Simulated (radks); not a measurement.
Q: These are the eigenvalues of the occupied orbitals of an atom or ion with whole-number occupations (eV). Calculated with a radial shooting solver on a logarithmic mesh with Libxc functionals: Dirac Kohn-Sham, PBE, spin-unpolarised, spherical densities, point nucleus.

orbital  eigenvalue
1s1/2     -41821.47
2s1/2     -6761.529
2p1/2     -6392.025
2p3/2     -5909.893
3s1/2     -1494.639
3p1/2     -1337.622
3p3/2     -1242.136
3d3/2     -968.3028
3d5/2     -947.7404
4s1/2     -331.7291
4p1/2     -272.7870
4p3/2     -251.9208
4d3/2     -154.9455
4d5/2     -151.2283
5s1/2      -73.0399
5p1/2      -55.9594
5p3/2      -52.5048
4f5/2      -40.7571
4f7/2      -40.3076
6p1/2      -19.3281
6p3/2      -18.6589

Which element is it, and in what charge state? The configuration may be excited. Open shells, if any, are shared by 2j + 1.

A: Z = 59, praseodymium, charge +3: Pr3+ in [Xe] 4f1 6p1. The list shows which subshells hold electrons but not how many an open one holds; the 1s level, -1536.9 hartree, gives Z - s = 55.4 by -(Z - s)^2/2, which with screening and relativity narrows Z to a few neighbours, and the depths of the outer levels then fix element, charge and occupations together.
